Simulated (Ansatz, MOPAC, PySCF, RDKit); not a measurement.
Complex: H2S (SMILES S) (first 3 atoms) with HI (SMILES I); geometry from B3LYP-D3(BJ)/def2-TZVP, rigid monomers moved along the line of their centres of mass till S1···H5 is 2.23 Å.
(charge 0, multiplicity 1):
```xyz
5

S     -0.095     0.072     0.102
H      0.056     1.402     0.220
H     -1.390     0.126     0.451
I      0.729    -0.182     3.865
H      0.451    -0.158     2.255
```

Monomers are frozen at their geometry in the pair; levels with a basis set take the counterpoise correction. Rows marked so take none. RDKit's UFF carries no charges.

Correlated levels freeze the cores. Filled d and f shells under p-block atoms count as core. CBS(a, b) extrapolates the correlation energy as X⁻³ and adds the Hartree–Fock energy of set b. Rows in 3-21G carry no dispersion term and start afresh at each structure; the Pople sets are all-electron and without relativity. The state reached by PM7 isn't checked; PM7 holds dispersion and hydrogen-bond terms.

Run with Ansatz (Gaussian basis) for Hartree–Fock, density functionals and correlated methods; MOPAC for PM7 (differences of heats of formation); PySCF for 3-21G rows; RDKit for the force fields. Each number belongs to the level named beside it. In def2 rows elements past Kr take small-core potentials, without spin–orbit coupling.

| level | interaction energy (kJ/mol) |
|---|---|
| UFF | 61.6 |
| PM7 | -1.7 |
| HF/def2-QZVPPD | 14.1 |
| r2SCAN/def2-TZVPPD | -10.6 |
| B3LYP/3-21G (no counterpoise) | -10.6 |
| MP2/def2-TZVPPD | -5.1 |
| MP2/def2-QZVPPD | ? |
| CCSD/def2-QZVPPD | ? |
| CCSD(T)/CBS(def2-TZVPPD, def2-QZVPPD) | -4.8 |

**Question.** Complete the blanks.

**Answer.** 
- MP2/def2-QZVPPD, interaction energy (kJ/mol): -7.2
- CCSD/def2-QZVPPD, interaction energy (kJ/mol): 0.4

Ansatz is a first-principles code.
